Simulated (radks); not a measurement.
Q: Rh4+, configuration [Kr] 4d5. Method: scalar-relativistic Kohn-Sham, BLYP, spin-polarised, spherical densities, point nucleus; open shells are filled with parallel spins first (spin-orbit coupling, left out, can overturn this in heavy ions); computed with a radial shooting solver on a logarithmic mesh with Libxc functionals. Some entries of the table are withheld. Estimate them.

| orbital | occ. | eigenvalue (hartree) | r(max) (bohr) | <1/r> (bohr^-1) |
|---|---|---|---|---|
| 1s down | 1 | -848.7980 | 0.02117 | 47.05 |
| 1s up | 1 | -848.7978 | 0.02117 | 47.05 |
| 2s up | 1 | -124.7821 | 0.1198 | 10.65 |
| 2s down | 1 | -124.7467 | 0.1198 | 10.65 |
| 2p up | 3 | -112.0452 | 0.09575 | 10.32 |
| 2p down | 3 | -112.0183 | 0.09574 | 10.32 |
| 3s up | 1 | -23.91641 | 0.3514 | 3.711 |
| 3s down | 1 | -23.89804 | 0.3515 | 3.710 |
| 3p up | 3 | -19.73316 | 0.3445 | 3.535 |
| 3p down | 3 | -19.71229 | 0.3446 | 3.534 |
| 3d up | 5 | -13.04706 | 0.2910 | 3.309 |
| 3d down | 5 | -13.01483 | 0.2913 | 3.308 |
| 4s up | 1 | -5.01273 | 0.8783 | 1.419 |
| 4s down | 1 | -4.86117 | 0.8744 | 1.427 |
| 4p up | 3 | -3.80972 | (1) | 1.283 |
| 4p down | 3 | -3.65327 | (2) | 1.288 |
| 4d up | 5 | -2.05761 | 1.090 | 1.010 |
| 4d down | 0 | -1.90885 | 1.090 | 0.9969 |
| 5s up | 0 | (3) | 2.104 | 0.5772 |
| 5s down | 0 | (4) | 2.159 | 0.5566 |
| 5p up | 0 | -1.21476 | 2.382 | 0.5066 |

A: 
(1) 4p up r(max) (bohr): 0.9370
(2) 4p down r(max) (bohr): 0.9327
(3) 5s up eigenvalue (hartree): -1.52141
(4) 5s down eigenvalue (hartree): -1.46768
